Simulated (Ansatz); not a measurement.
Si₇PH₁₆⁺, a doped cluster cut from the lattice of silicon (P on a surface site). The state is a triplet with charge 1. Geometry PBE0-D4/def2-SVP, that of the charge +1 singlet.

Cartesian coordinates in Å:
```
Si 0.9663 1.8239 -1.4614
Si 0.6853 -2.3568 -0.4180
Si -2.5071 0.0148 -0.3362
Si 0.9047 0.4589 2.2738
P -1.3297 1.5892 -1.5483
Si -1.6411 -2.1462 -0.6729
Si 1.7198 2.0556 0.7548
Si 1.4611 -1.7497 1.7112
H 1.1288 3.0464 -2.3006
H 1.4045 0.6123 -2.2057
H 0.9942 -3.7922 -0.6994
H 1.3250 -1.5071 -1.4702
H -3.8717 0.2286 -0.8995
H -2.4095 0.5803 1.0367
H -0.5808 0.6255 2.3367
H 1.4905 0.8261 3.5994
H -1.6827 1.4250 -2.9104
H -1.8964 2.8541 -1.2557
H -2.0732 -2.5058 -2.0580
H -2.3924 -2.9606 0.3298
H 3.2049 1.9837 0.6059
H 1.3063 3.4386 1.1429
H 2.9486 -1.8849 1.7228
H 0.8443 -2.6599 2.7223
```

At PBE-D4/def2-TZVP an occupied level of the charge 1 triplet lies above an empty one (by up to 0.02 eV), so this SCF solution is probably not the lowest. At PBE-D4/def2-TZVP the gap within one spin of the charge 1 triplet nearly closes, so an electron or hole may be smeared out by delocalisation error. At PBE0-D4/def2-TZVP a singlet of charge 1 lies 5.26 eV below the triplet at the same geometry.

(1) Estimate the α-spin orbital energies around the gap (eV) in Ansatz with PBE-D4/def2-TZVP, PBE0-D4/def2-TZVP.

## Answers

(1) 
| orbital | PBE-D4/def2-TZVP | PBE0-D4/def2-TZVP |
| --- | --- | --- |
| HOMO−5 | -11.47 | -12.75 |
| HOMO−4 | -11.14 | -12.24 |
| HOMO−3 | -11.14 | -12.21 |
| HOMO−2 | -10.89 | -11.95 |
| HOMO−1 | -10.83 | -11.85 |
| HOMO | -5.72 | -6.19 |
| LUMO | -5.46 | -4.65 |
| LUMO+1 | -5.41 | -4.60 |
| LUMO+2 | -5.05 | -4.22 |
| LUMO+3 | -4.92 | -4.17 |
| LUMO+4 | -4.86 | -4.05 |
| LUMO+5 | -4.84 | -4.04 |
| β HOMO | -10.59 | -11.53 |
| β LUMO | -10.61 | -9.92 |
